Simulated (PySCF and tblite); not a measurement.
Conformers and averaged properties: C5H10FNS, numbered as in [CH3:1][S:2]/[C:3]([CH2:4][NH2:5])=[C:6](\[CH3:7])[F:8]

The ensemble was built from 150 distance-geometry starts (ETKDG, MMFF94s, GFN2-xTB) and rests on GFN2-xTB geometries. Energies: PBE0-D3(BJ)/pcSseg-1, with GFN2-xTB thermal terms (modes under about 100 cm⁻¹ blended into free rotors). Symmetry numbers and mirror images are counted. Conformers within 2.5 kcal/mol (GFN2-xTB free energy) were kept, 5 at most. GIAO shieldings: PBE0/pcSseg-1. Shifts are against TMS (¹H), TMS (¹³C), CFCl3 (¹⁹F), NH3 (¹⁵N) at the same level. Run with PySCF (density fitting) and tblite.

Torsions listed: C1–S2–C3–C4, S2–C3–C4–N5, C3–C4–N5–H5. Of a mirror pair one member is shown.

```csv
conformer,shape,symmetry,E(GFN2) kcal/mol,E(DFT) kcal/mol,G(298.15 K) kcal/mol,weight %,dipole D
1,"55°, 63°, 64°",C1 (pair),0.00,0.00,0.00,46.4,1.83
2,"-107°, 58°, -60°",C1 (pair),1.47,0.14,0.10,39.1,2.80
3,"-58°, 91°, 179°",C1 (pair),0.44,1.10,1.09,7.4,1.20
4,"52°, -110°, -64°",C1 (pair),0.60,1.34,1.44,4.1,2.01
5,"26°, 50°, 58°",C1 (pair),0.53,1.42,1.63,3.0,1.21
```

Weights (%) against temperature:

```json
{"T (K)": "250", "1": "49.1", "2": "40.6", "3": "5.6", "4": "2.8", "5": "1.9", "S(mix) cal/mol/K": "3.46"}
{"T (K)": "298.15", "1": "46.4", "2": "39.1", "3": "7.4", "4": "4.1", "5": "3.0", "S(mix) cal/mol/K": "3.67"}
{"T (K)": "350", "1": "43.8", "2": "37.5", "3": "9.0", "4": "5.5", "5": "4.1", "S(mix) cal/mol/K": "3.84"}
```

Averaged shifts at 298.15 K. ¹H: 3.62 (H4, 2H), 2.41 (H7, 3H), 2.18 (H1, 3H) ppm. ¹³C: 167.2 (C6), 129.2 (C3), 43.4 (C4), 22.4 (C1), 18.7 (C7) ppm. ¹⁹F: -94.5 (F8) ppm. ¹⁵N: 40.6 (N5) ppm.

Coordinates of conformer 1 (Å):

```xyz
18

C    -0.940    2.311    0.225
S     0.204    1.302   -0.774
C     0.085   -0.271    0.048
C    -1.297   -0.864    0.200
N    -1.940   -1.160   -1.067
C     1.210   -0.916    0.351
C     2.620   -0.482    0.177
F     1.112   -2.157    0.904
H    -0.719    2.165    1.277
H    -0.749    3.341   -0.057
H    -1.971    2.054    0.002
H    -1.944   -0.173    0.749
H    -1.227   -1.790    0.773
H    -1.416   -1.870   -1.568
H    -1.962   -0.329   -1.651
H     2.660    0.568   -0.093
H     3.097   -1.069   -0.609
H     3.168   -0.653    1.103
```

Coordinates of conformer 2 (Å):

```xyz
18

C    -0.871    1.957    0.350
S     0.124    1.294   -1.030
C     0.473   -0.349   -0.419
C     1.892   -0.589    0.043
N     2.339    0.295    1.101
C    -0.496   -1.259   -0.403
C    -1.902   -1.145   -0.878
F    -0.220   -2.490    0.105
H    -1.156    2.962    0.059
H    -1.755    1.346    0.499
H    -0.272    1.990    1.254
H     2.562   -0.443   -0.811
H     1.991   -1.620    0.391
H     2.288    1.261    0.792
H     1.756    0.189    1.925
H    -2.591   -1.108   -0.033
H    -2.147   -2.028   -1.467
H    -2.024   -0.257   -1.490
```

H on N, O and S are left out: they exchange, and hydrogen bonds move them by several ppm. Unscaled ¹⁹F and ¹⁵N shifts at such levels can be off by tens of ppm; differences between conformers or isomers are more reliable. Shifts are unscaled: against experiment ¹³C can be off by 15 ppm or more and ¹H by 0.8 ppm. For its torsions the set is small; conformers may be missing.

Search and properties took 3.5 min on 1 thread of Intel Xeon Platinum 8375C @ 2.90GHz, shared host (rough), launched as `OMP_NUM_THREADS=1 python ens_run.py task.json out`.


¹⁵N shifts are against a computed isolated NH3 molecule, about 20 ppm from the liquid.